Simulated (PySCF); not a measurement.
**`C[C@@H]([SiH3])[Ge@H]([CH3])[F]`, C3H11FGeSi**

Molfile (atoms numbered from 1):
```
C3H11FGeSi
     RDKit          3D

 17 16  0  0  0  0  0  0  0  0999 V2000
   -0.7248   -0.6785   -1.4089 C   0  0  0  0  0  0  0  0  0  0  0  0
   -0.7895    0.3996   -0.3199 C   0  0  1  0  0  0  0  0  0  0  0  0
   -1.7261   -0.1852    1.2125 Si  0  0  0  0  0  4  0  0  0  0  0  0
    1.0008    1.0493    0.1151 Ge  0  0  2  0  0  4  0  0  0  0  0  0
    2.1316   -0.2811    0.9565 C   0  0  0  0  0  0  0  0  0  0  0  0
    0.7905    2.3380    1.2861 F   0  0  0  0  0  0  0  0  0  0  0  0
   -1.7315   -0.9928   -1.7286 H   0  0  0  0  0  0  0  0  0  0  0  0
   -0.1962   -0.3272   -2.3109 H   0  0  0  0  0  0  0  0  0  0  0  0
   -0.2037   -1.5839   -1.0565 H   0  0  0  0  0  0  0  0  0  0  0  0
   -1.3329    1.2847   -0.6972 H   0  0  0  0  0  0  0  0  0  0  0  0
   -1.0344   -1.3752    1.8036 H   0  0  0  0  0  0  0  0  0  0  0  0
   -3.1112   -0.6046    0.8281 H   0  0  0  0  0  0  0  0  0  0  0  0
   -1.8031    0.8878    2.2461 H   0  0  0  0  0  0  0  0  0  0  0  0
    1.6629    1.7101   -1.1125 H   0  0  0  0  0  0  0  0  0  0  0  0
    2.2923   -1.1323    0.2781 H   0  0  0  0  0  0  0  0  0  0  0  0
    1.6595   -0.6503    1.8782 H   0  0  0  0  0  0  0  0  0  0  0  0
    3.1081    0.1550    1.2100 H   0  0  0  0  0  0  0  0  0  0  0  0
  1  2  1  0
  2  3  1  0
  2  4  1  0
  4  5  1  0
  4  6  1  0
  1  7  1  0
  1  8  1  0
  1  9  1  0
  2 10  1  6
  3 11  1  0
  3 12  1  0
  3 13  1  0
  4 14  1  6
  5 15  1  0
  5 16  1  0
  5 17  1  0
M  END
```

Method: GIAO PBE/pcSseg-1 magnetisability, rotational g tensor and spin-rotation constants, non-relativistic, gas phase (PySCF). Geometry: PBE0-D3(BJ)/def2-SVP.

The calculation is non-relativistic, which matters for the atoms heavier than Zn.

**Question.** Give the nuclear spin-rotation constants along the inertial axes (H = +C I·J) beside the isotropic shieldings.

**Answer.** Rotational constants 2.4365, 1.3158, 1.1421 GHz. A star marks the isotopologue with that one atom substituted, in its own axes.
```
atom  isotope  Caa (kHz)  Cbb (kHz)  Ccc (kHz)  mean (kHz)  σ (ppm)
  F6      19F      1.057      1.041      0.573       0.890    372.0
  H7       1H      0.033     -0.138     -0.114      -0.073     29.8
  H8       1H     -0.160     -0.070     -0.083      -0.104     29.9
  H9       1H     -0.270     -0.129      0.007      -0.131     30.4
 H10       1H     -0.251     -0.151      0.014      -0.129     30.4
 H11       1H     -0.221     -0.111      0.041      -0.097     27.3
 H12       1H      0.079     -0.115     -0.094      -0.043     27.2
 H13       1H     -0.184      0.038     -0.096      -0.081     26.9
 H14       1H     -0.086     -0.057     -0.038      -0.060     25.5
 H15       1H     -0.273     -0.015     -0.107      -0.132     31.0
 H16       1H     -0.208     -0.086     -0.064      -0.119     30.5
 H17       1H      0.023     -0.156     -0.114      -0.082     30.6
  C1     13C*      0.366      0.171      0.165       0.234    168.1
  C2     13C*      0.353      0.170      0.158       0.227    171.9
 Si3    29Si*     -1.403     -0.728     -0.657      -0.929    400.7
 Ge4    73Ge*     -0.861     -0.427     -0.397      -0.561   1153.4
  C5     13C*      0.311      0.139      0.141       0.197    183.4
```
For the geometry as given, no vibrational averaging.

**Question.** How do the rotational constants and the g tensor change when H7, H8, H9, H10, H11, H12, H13, H14, H15, H16, H17 are replaced by deuterium?

**Answer.** Constants 1.9920, 1.1315, 0.9959 GHz; g -0.0169, -0.0057, -0.0089, against -0.0203, -0.0065, -0.0102 before.
